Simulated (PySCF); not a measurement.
**Question.** Write Cartesian coordinates for InChI=1S/C4H8OSi/c1-5-4-2-3-6-4/h2-4H,6H2,1H3/t4-/m0/s1 as optimised with PBE0-D3(BJ)/def2-SVP.

**Answer.** 
```xyz
14
C4H8OSi angstrom
C      2.431    0.373    0.394
O      1.331   -0.103   -0.312
C      0.211   -0.312    0.494
C     -0.998   -0.752   -0.298
C     -2.018    0.088   -0.027
Si    -0.918    1.186    1.003
H      2.765   -0.337    1.177
H      3.255    0.522   -0.319
H      2.214    1.343    0.889
H      0.443   -1.020    1.319
H     -0.999   -1.625   -0.967
H     -3.044    0.008   -0.392
H     -0.526    2.489    0.384
H     -1.262    1.432    2.441
```

Any rigid rotation of these coordinates is as good. Atoms count from 1 in this order. The C–Si distances run from 1.864 Å (C5–Si6, drawn single) to 1.943 Å (C3–Si6, drawn single), a spread of 0.079 Å. The C–C distances run from 1.349 Å (C4=C5, drawn double) to 1.511 Å (C3–C4, drawn single), a spread of 0.162 Å. Si6 (SiH2 silicon) has angles from 75.2° to 120.7°. The 4-membered ring C3–C4–C5–Si6 has internal angles of 75.2° to 108.5°; it is slightly puckered (a soft mode that the optimisation may not have finished), 0.03 Å rms from its mean plane, widest ring torsion 5°.

Bonds between heavy atoms (Å): C1–O2 1.392, O2–C3 1.395, C3–C4 1.511, C4=C5 1.349, C5–Si6 1.864, C3–Si6 1.943.

Computed, not measured: PBE0-D3(BJ)/def2-SVP geometry optimisation, gas phase in PySCF 2.14.0.

Point group: C1 (no symmetry element, even within 0.4 Å). Stationary, but not proved a minimum. One conformer, not necessarily the lowest (C1–O2–C3–C4 177°).
